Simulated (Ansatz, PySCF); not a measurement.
TiOF2, SMILES [O]=[Ti]([F])[F], multiplicity 1. Atoms are numbered in the order given.

```xyz
4

Ti     0.0768     0.0253     0.0000
O     -0.1899     1.5966     0.0000
F     -0.1413    -0.7644     1.5782
F     -0.1413    -0.7644    -1.5782
```

Geometry: B3LYP-D3(BJ)/def2-SVP. The multiplicity is an assumed one; other spin states were not compared.

Two levels are set side by side: PBE-D3(BJ)/def2-SVP (Ansatz, a first-principles code) and B3LYP-D3(BJ)/def2-SVP (Ansatz). Each level has its own optimised geometry; the coordinates shown are those of the second. Frequencies come from the Hessian of PySCF at each geometry. Differences are taken from unrounded values.

```
quantity                            B3LYP-D3(BJ)
----------------------------------  ------------
mean bond length (Å)                       1.717
bond Ti1–O2 (Å)                            1.594
bond Ti1–F3 (Å)                            1.778
bond Ti1–F4 (Å)                            1.778
highest harmonic wavenumber (cm⁻¹)          1123
mean harmonic wavenumber (cm⁻¹)              535
zero-point energy (kcal/mol)                4.59
```

Question: What does PBE-D3(BJ) give, and how far is it from B3LYP-D3(BJ)? (The exact figures need the calculation; the answer reports its results.)

Answer: 
| quantity | PBE-D3(BJ) | PBE-D3(BJ) minus B3LYP-D3(BJ) |
|---|---|---|
| mean bond length (Å) | 1.723 | 0.007 |
| bond Ti1–O2 (Å) | 1.607 | 0.013 |
| bond Ti1–F3 (Å) | 1.782 | 0.004 |
| bond Ti1–F4 (Å) | 1.782 | 0.004 |
| highest harmonic wavenumber (cm⁻¹) | 1078 | -45 |
| mean harmonic wavenumber (cm⁻¹) | 525 | -9 |
| zero-point energy (kcal/mol) | 4.51 | -0.08 |

GGA bonds tend to be longer and softer than those of functionals with exact exchange. Differences between two approximate levels are no errors against the true value.
